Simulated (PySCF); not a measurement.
## How methods differ on the excitation energy of Ge²⁺

Ge²⁺ [Ar] 3d10 4s2 (1S) → Ge²⁺ [Ar] 3d10 4s1 4p1, s spin flipped, as a difference of total energies. Computed with PySCF 2.14 in aug-cc-pVTZ-DK, with the spin-free X2C one-electron Hamiltonian (Gaussian nucleus). Correlated levels: valence: [Ar] 3d10 frozen. The calculations carry no spin-orbit coupling.

```json
{"method": "UHF", "excitation energy (eV)": "8.963"}
{"method": "LDA", "excitation energy (eV)": "9.426"}
{"method": "PBE", "excitation energy (eV)": "9.219"}
{"method": "PBE0", "excitation energy (eV)": "9.183"}
{"method": "r2SCAN", "excitation energy (eV)": "9.084"}
{"method": "wB97X-V", "excitation energy (eV)": "9.321"}
{"method": "M06-2X", "excitation energy (eV)": "9.076"}
{"method": "MN15", "excitation energy (eV)": "8.846"}
{"method": "r2SCAN0", "excitation energy (eV)": "9.101"}
{"method": "MP2 (valence)", "excitation energy (eV)": "8.997"}
{"method": "SCS-MP2 (valence)", "excitation energy (eV)": "9.004"}
```

How much does correlation contribute at MP2 (valence)?

8.997 − (8.963) = 0.034 eV, measured against UHF.

The upper determinant mixes two multiplicities, so it lies between the two terms.
